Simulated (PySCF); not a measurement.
Gas-phase reaction: S₆ + 6 Si → 6 SiS

Computed with PySCF (xtb for GFN2) and rigid-rotor harmonic-oscillator thermochemistry at 1 bar. † marks an energy on the PBE0/def2-TZVP geometry and frequencies; other levels use their own. MP2 and CCSD(T) freeze the core. 6-31G* has spherical d functions here. Open shells (unrestricted): Si (multiplicity 3); the rest are closed-shell singlets. GFN2 has no spin-polarisation term. Spin-orbit splitting is ignored; it lowers the true energy and changes the entropy of Si. B3LYP is the form with VWN-RPA correlation. MP2 isn't extrapolated to the basis-set limit. CCSD(T) isn't extrapolated to the basis-set limit. Warning, large T1 diagnostic: SiS (CCSD(T)/def2-SVP†).

| level | ΔH°(298 K), kJ |
|---|---|
| B3LYP/6-31G* | … |
| B3LYP/def2-TZVP† | -2082 |
| CCSD(T)/def2-SVP† | -2108 |
| GFN2-xTB | -2031 |
| HF/def2-TZVP† | … |
| MP2/def2-SVP† | … |
| ωB97X-V/def2-TZVP† | -2058 |

**Question.** What belongs in the gaps?

**Answer.** 
- B3LYP/6-31G*, ΔH°(298 K), kJ: -2087
- HF/def2-TZVP†, ΔH°(298 K), kJ: -1596
- MP2/def2-SVP†, ΔH°(298 K), kJ: -2139
